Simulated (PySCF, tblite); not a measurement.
Task: Give a GFN2-xTB geometry of `C/C=C/[P@@](C)(=O)/C=C/P`.

Result: 
```
atom  x, y, z in Å
C1     3.4123    1.0243    0.5035
C2     2.2000    0.1635    0.4747
C3     1.2076    0.2538   -0.3996
P4    -0.1835   -0.8936   -0.2520
C5    -0.3518   -1.6547   -1.9159
O6    -0.0549   -1.8708    0.8345
C7    -1.6440    0.1742   -0.1080
C8    -2.4745   -0.0338    0.9067
P9    -4.0409    0.8304    1.1929
H10    4.3090    0.4079    0.4515
H11    3.4509    1.5757    1.4427
H12    3.4174    1.7316   -0.3227
H13    2.1308   -0.6015    1.2389
H14    1.1922    0.9900   -1.1903
H15   -0.4471   -0.9079   -2.6983
H16   -1.2327   -2.2942   -1.9011
H17    0.5295   -2.2692   -2.0913
H18   -1.8024    0.9505   -0.8430
H19   -2.2553   -0.8498    1.5883
H20   -3.7130    1.2536    2.4790
H21   -3.6588    2.0370    0.6090
```

Any rigid rotation of these coordinates is as good. Atoms count from 1 in this order. P9 (phosphine phosphorus) is pyramidal (angles 96.3°, 95.0° and 93.4°, sum 284.7°, 0.79 Å off the plane of its three neighbours). P4 (phosphoryl phosphorus) is distorted tetrahedral (angles from 104.0° to 114.6°). The 3 C–C bonds span 1.326 Å (C2=C3, drawn double) to 1.487 Å (C1–C2, drawn single), a spread of 0.161 Å. Of the pairs four or more bonds apart, O6···H19 is among the closest relative to their van der Waals radii: 2.54 Å, 93 % of the sum of Bondi's values.

Bonds between heavy atoms (Å): C1–C2 1.487, C2=C3 1.326, C3–P4 1.809, P4–C5 1.837, P4=O6 1.467, P4–C7 1.815, C7=C8 1.328, C8–P9 1.812.

The geometry is computed with GFN2-xTB (gas phase).

Point group: C1 (no symmetry element, even within 0.4 Å). Its GFN2-xTB frequencies are all real (lowest 33 cm⁻¹). One conformer, not necessarily the lowest (C2–C3–P4–C5 -127°, C3–P4–C7–C8 -128°, C7–C8–P9–H -125° and -31°). 3 starts were optimised and ended at 0.00, 1.75 and 1.87 kcal/mol (GFN2-xTB); the lowest of these is shown.
